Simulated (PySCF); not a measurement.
Simulated characterisation data

Method: structure optimised with GFN2-xTB, NMR shieldings at PBE0/pcSseg-1/GIAO, in PySCF 2.14.0 with density-fitted response routines (no relativistic terms, gas phase, one conformer, one averaged value for each set of equivalent atoms).

δ = σ(ref) − σ, references computed at the same level: TMS for $^{1}$H and $^{13}$C. Splittings of carbon signals by F and P are missing where no couplings were computed. Where no couplings were computed, multiplicities follow the n + 1 count of equivalent neighbours, and m marks all less simple cases (inequivalent or close neighbours, rings, F or P nearby). Shifts are as computed. Against solution values, carbons near 30 ppm lie about +3 ppm off and those near 130 ppm about +5 ppm. Of 1309 compounds with measured shifts, 239 miss one by over three times the rms of a fit or turn the order of signals round; such compounds aren't used in these exercises.

**1.** `[SiH3][Si](C)([SiH3])[SiH2]Cl`, CH$_{11}$ClSi$_{4}$. $^{1}$H NMR (600 MHz, computed): δ 5.46 (s, 2H), 3.64 (s, 6H), 0.19 (s, 3H). $^{13}$C{$^{1}$H} NMR (computed): δ -6.4 (CH3).

**2.** SMILES FC1=C(C)[Si@@H](C(F)F)[SiH2]1, C$_{4}$H$_{7}$F$_{3}$Si$_{2}$. $^{1}$H NMR (600 MHz, computed): δ 6.61 (m, 1H), 4.99 (m, 1H), 4.81 (m, 1H), 4.74 (m, 1H), 2.11 (s, 3H). $^{13}$C{$^{1}$H} NMR (computed): δ 182.0, 150.6, 127.0, 15.6.

**3.** `[SiH3][Si](C[SiH3])([SiH3])Cl`, CH$_{11}$ClSi$_{4}$. $^{1}$H NMR (600 MHz, computed): δ 3.91 (t, 3H), 3.63 (s, 6H), 0.77 (q, 2H). $^{13}$C{$^{1}$H} NMR (computed): δ 5.1.
